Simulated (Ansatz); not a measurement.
Born–Oppenheimer molecular dynamics of C2H8SSi2 (13 atoms, charge 0, multiplicity 1). It starts from a relaxed structure.

The calculation used Ansatz, RKS B3LYP-D4/STO-3G.

```
ensemble        : NVT, Langevin thermostat
time step       : 3 fs
steps asked     : 40
set temperature : 300 K
friction        : 0.01 /fs
seed            : 666622
```

First frame:

```xyz
13
Properties=species:S:1:pos:R:3
S -1.665 1.283 1.557
C -0.905 0.565 0.052
Si -0.594 -1.316 0.115
C 1.198 -1.034 -0.422
Si 0.951 0.839 -0.312
H -1.597 2.576 1.128
H -1.519 0.821 -0.826
H -1.404 -2.095 -0.798
H -0.721 -1.870 1.446
H 1.421 -1.393 -1.433
H 1.955 -1.443 0.255
H 1.667 1.458 0.783
H 1.232 1.575 -1.528
```

What does the run give?

All steps were run.

* steps done: 40
* time covered: 120 fs
* mean temperature over the second half: 506 K
* spread of the potential energy over the second half: 59.2 meV per atom
* mean potential energy of the second half above the start: 100.0 meV per atom

The mean temperature of the second half is 69 % above the set value. A step of 3 fs is long for free X–H stretches (periods near 10 fs) and can bias their spread and the temperature. A run of 0.12 ps of so small a system gives no equilibrium averages. Limits of this set-up: minimal basis.

What happens to the structure?

The same pairs are bonded in the first frame and the last. Pairs count as bonded within 1.25 times the sum of covalent radii (0.12 Å more for H–H). The details hang on the random start.

How do temperature and energy run in time?


```json
{"time (fs)": "0.0", "T (K)": "277", "potential energy less start (eV)": "0.000"}
{"time (fs)": "3.0", "T (K)": "156", "potential energy less start (eV)": "0.429"}
{"time (fs)": "6.0", "T (K)": "166", "potential energy less start (eV)": "0.277"}
{"time (fs)": "9.0", "T (K)": "108", "potential energy less start (eV)": "0.626"}
{"time (fs)": "12.0", "T (K)": "163", "potential energy less start (eV)": "0.430"}
{"time (fs)": "15.0", "T (K)": "164", "potential energy less start (eV)": "0.431"}
{"time (fs)": "18.0", "T (K)": "187", "potential energy less start (eV)": "0.341"}
{"time (fs)": "21.0", "T (K)": "180", "potential energy less start (eV)": "0.397"}
{"time (fs)": "24.0", "T (K)": "187", "potential energy less start (eV)": "0.533"}
{"time (fs)": "27.0", "T (K)": "200", "potential energy less start (eV)": "0.591"}
{"time (fs)": "30.0", "T (K)": "220", "potential energy less start (eV)": "0.459"}
{"time (fs)": "33.0", "T (K)": "221", "potential energy less start (eV)": "0.439"}
{"time (fs)": "36.0", "T (K)": "129", "potential energy less start (eV)": "0.715"}
{"time (fs)": "39.0", "T (K)": "204", "potential energy less start (eV)": "0.528"}
{"time (fs)": "42.0", "T (K)": "218", "potential energy less start (eV)": "0.505"}
{"time (fs)": "45.0", "T (K)": "242", "potential energy less start (eV)": "0.491"}
{"time (fs)": "48.0", "T (K)": "216", "potential energy less start (eV)": "0.599"}
{"time (fs)": "51.0", "T (K)": "289", "potential energy less start (eV)": "0.491"}
{"time (fs)": "54.0", "T (K)": "222", "potential energy less start (eV)": "0.766"}
{"time (fs)": "57.0", "T (K)": "281", "potential energy less start (eV)": "0.579"}
{"time (fs)": "60.0", "T (K)": "289", "potential energy less start (eV)": "0.557"}
{"time (fs)": "63.0", "T (K)": "288", "potential energy less start (eV)": "0.588"}
{"time (fs)": "66.0", "T (K)": "291", "potential energy less start (eV)": "0.653"}
{"time (fs)": "69.0", "T (K)": "289", "potential energy less start (eV)": "0.834"}
{"time (fs)": "72.0", "T (K)": "262", "potential energy less start (eV)": "0.900"}
{"time (fs)": "75.0", "T (K)": "366", "potential energy less start (eV)": "0.440"}
{"time (fs)": "78.0", "T (K)": "398", "potential energy less start (eV)": "0.645"}
{"time (fs)": "81.0", "T (K)": "383", "potential energy less start (eV)": "0.895"}
{"time (fs)": "84.0", "T (K)": "262", "potential energy less start (eV)": "1.129"}
{"time (fs)": "87.0", "T (K)": "438", "potential energy less start (eV)": "0.479"}
{"time (fs)": "90.0", "T (K)": "443", "potential energy less start (eV)": "1.397"}
{"time (fs)": "93.0", "T (K)": "887", "potential energy less start (eV)": "1.686"}
{"time (fs)": "96.0", "T (K)": "225", "potential energy less start (eV)": "2.922"}
{"time (fs)": "99.0", "T (K)": "810", "potential energy less start (eV)": "1.920"}
{"time (fs)": "102.0", "T (K)": "569", "potential energy less start (eV)": "1.182"}
{"time (fs)": "105.0", "T (K)": "614", "potential energy less start (eV)": "1.120"}
{"time (fs)": "108.0", "T (K)": "920", "potential energy less start (eV)": "2.038"}
{"time (fs)": "111.0", "T (K)": "237", "potential energy less start (eV)": "3.163"}
{"time (fs)": "114.0", "T (K)": "858", "potential energy less start (eV)": "2.031"}
{"time (fs)": "117.0", "T (K)": "741", "potential energy less start (eV)": "0.743"}
{"time (fs)": "120.0", "T (K)": "1062", "potential energy less start (eV)": "1.975"}
```

Run time: 57 s on 1 thread of Intel(R) Xeon(R) 6975P-C (Granite Rapids), with other jobs on the host, peak memory 0.22 GiB.
